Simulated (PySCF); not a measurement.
**Structure from NMR data**

The spectra below were simulated for a compound C₄H₅F₃.

1H NMR (400 MHz, computed): δ 1.54 (dt, J = 19.9, 2.5 Hz, 3H), 1.45 (m, 1H), 1.08 (m, 1H).

13C{1H} NMR (computed): δ 119.4 (C, ddd, J = 371.7, 369.6, 6.9 Hz), 82.5 (C, ddd, J = 301.6, 9.2, 7.2 Hz), 24.4 (CH2, ddd, J = 10.9, 8.4, 7.4 Hz), 17.7 (CH3, dd, J = 20.8, 4.6 Hz).

[PySCF 2.14: coordinates at the PBE0-D3(BJ)/def2-TZVP level; GIAO PBE0/pcSseg-2 shieldings; spin–spin couplings from B3LYP/pcJ-2 (spin–dipole term only in couplings to heteroatoms); single conformer; in vacuum; relativity neglected; averaged over atoms made equivalent by symmetry, fast rotation or ring inversion]

δ = σ(ref) − σ, references computed at the same level: 1H, 13C against TMS.

Problem. Propose a structure and justify it.

Solution. 
1. Rings plus π bonds: 1 (1 ring in the answer).
2. 4 carbon signals for 4 carbons: no two carbons are equivalent.
3. Carbon types of the structure: 2 × C, 1 × CH2, 1 × CH3, which accounts for all hydrogens.
4. δC 119.4, 82.5, 24.4: three-membered-ring carbon.
5. δC 17.7: methyl carbon; aliphatic region, no heteroatom directly attached.
6. δH 1.54: hydrogen on a methyl carbon.
7. δH 1.45, 1.08: hydrogen on a three-membered-ring carbon; cyclopropane-type protons are shielded by the ring.

The compound is SMILES C[C@]1(F)CC1(F)F.

This is the structure that produced the data.

Common functionals overestimate the size of one-bond C–F couplings by tens of Hz; these are unscaled. Multiplet labels drop couplings under 1 Hz and merge nearly equal ones. Shifts are as computed. Against solution values, carbons near 30 ppm lie about +3 ppm off and those near 130 ppm about +9 ppm. Of 1309 compounds with measured shifts, 239 miss one by over three times the rms of a fit or turn the order of signals round; such compounds aren't used in these exercises.
